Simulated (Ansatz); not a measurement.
Basis sets compared for the cluster Be₃O₃⁺. Charge 1, multiplicity 2. Geometry PBE0-D4/def2-SVP. Ansatz on 4 threads of Arm Neoverse V2 on a shared host; times are rough, and most runs start from earlier orbitals.

```xyz
6

Be    0.042    0.426   -1.292
Be    0.097    0.993    1.286
Be   -0.132   -1.352    0.094
O    -0.048   -0.480    1.354
O    -0.098   -1.012   -1.310
O     0.139    1.424   -0.130
```

At PBE-D4/def2-SVP, PBE-D4/def2-TZVP the gap within one spin of the charge 1 doublet nearly closes, so an electron or hole may be smeared out by delocalisation error. The structure comes from a short search, and lower isomers may exist.

```csv
level,functions,energy (Eh),HOMO (eV),LUMO (eV),wall time
PBE-D4/def2-SVP,69,-269.2781,-12.79,-12.75,1.6 s
PBE0-D4/def2-SVP,69,-269.2725,-14.16,-11.60,1.1 s
```

Task: Estimate the rows for PBE-D4/def2-TZVP, PBE0-D4/def2-TZVP.

Result: 
```
            level  functions  energy (Eh)  HOMO (eV)  LUMO (eV)  wall time
 PBE-D4/def2-TZVP        150    -269.6215     -12.50     -12.46      3.7 s
PBE0-D4/def2-TZVP        150    -269.6199     -13.90     -11.28      2.8 s
```
